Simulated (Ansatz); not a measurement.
MN(OH)3 with several metals: PBE-D4/def2-SVP single points in Ansatz on relaxed structures, gas phase. Core potentials for Mo, W, no spin–orbit coupling. Binding counts from free atoms in the multiplicity of their measured ground term, without zero-point energy. Names give formal oxidation states. A dash marks a value that wasn't run or was left out as unsound. The structures are stationary points that may keep the symmetry of their start. Remarks come from the PBE and PBE0 runs and from stability tests at other levels; not every state was tested.

```
           species  atoms    state            geometry  HOMO (eV)  LUMO (eV)  gap (eV)  binding per atom (eV)  point group (within 0.1 Å)                        remarks
CrN(OH)3 (CrNO3H3)      8  singlet   B3LYP-D4/def2-SVP      -7.23      -3.35      3.88                   4.03                         C3v  restricted SCF unstable in HF
  WN(OH)3 (WNO3H3)      8  singlet  r2SCAN-D4/def2-SVP      -6.65      -1.60      5.05                      –                         C3v  restricted SCF unstable in HF
MoN(OH)3 (MoNO3H3)      8  singlet   B3LYP-D4/def2-SVP      -6.84      -2.17      4.67                   4.41                         C3v  restricted SCF unstable in HF
```

The gap (eV) runs from 3.88 (CrN(OH)3) to 5.05 (WN(OH)3).
